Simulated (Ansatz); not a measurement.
Program: Ansatz. Geometries: PBE0-D4/def2-TZVP. ΔE: electronic, gas phase. CCSD(T)/CBS is the MP2 limit (def2-TZVPP, def2-QZVPP) plus CCSD(T) − MP2 in def2-TZVPP, frozen cores. This one scheme is used for every species, atoms too. DFT in def2-TZVPP. No spin–orbit coupling; open shells (•) take unrestricted orbitals. Spin–orbit coupling would lower the free atoms: a little for Cl. Each species was taken in one conformer, which may not be the lowest.

Reaction (hydrogen abstraction from the N–H bond): `C[SiH](N)O` + Cl• → `C[SiH]([NH])O`• + HCl

`C[SiH](N)O`:

Z-matrix (Å, degrees):
```
C
Si 1 1.862
H 1 1.092 2 110.2
H 1 1.094 2 111.2 3 119.4
H 1 1.093 2 111.4 3 -119.9
N 2 1.716 1 106.8 3 175.6
O 2 1.649 1 113.3 3 54.6
H 2 1.487 1 110.5 3 -59.5
H 6 1.006 2 120.4 1 21.4
H 6 1.007 2 121.6 1 170.4
H 7 0.959 2 115.6 1 73.3
```

`C[SiH]([NH])O`•:

```xyz
10

C    -0.628    0.076   -1.208
Si    0.044   -0.206    0.500
N     1.777   -0.025    0.630
O    -0.682    0.896    1.476
H    -0.337    1.062   -1.579
H    -0.263   -0.681   -1.905
H    -1.719    0.029   -1.190
H    -0.226   -1.600    0.970
H     2.307   -0.608   -0.021
H    -0.272    1.057    2.328
```

HCl:

```xyz
2

Cl    0.274    0.549    0.180
H    -0.274   -0.549   -0.180
```

CCSD(T)/CBS gives +49.9 kJ/mol.

Problem. Another level gave +50.8 kJ/mol. Which?
A. ωB97M-V/def2-TZVPP
B. PBE-D4/def2-TZVPP
C. BLYP-D4/def2-TZVPP
D. CCSD(T)/def2-TZVPP

Solution. D. CCSD(T)/def2-TZVPP 50.8, BLYP-D4 37.2, PBE-D4 33.0, ωB97M-V 44.9 kJ/mol.

Largest T1 diagnostic among the species: 0.013.

At CCSD(T), def2-SVP lies +12.6 kJ/mol from the extrapolated value and def2-TZVPP +0.8 kJ/mol. Leaving LDA and LC-ωPBE aside and taking each functional with its dispersion term where it has one, the values, not all of them listed here, spread over 20.3 kJ/mol, from B97M-V to PBE-QIDH. LDA lies +5.1 kJ/mol from PBE without D4.

CCSD(T)/CBS has its own doubt, a few kJ/mol and more with outer-core shells, so smaller differences from it don't rank the levels.
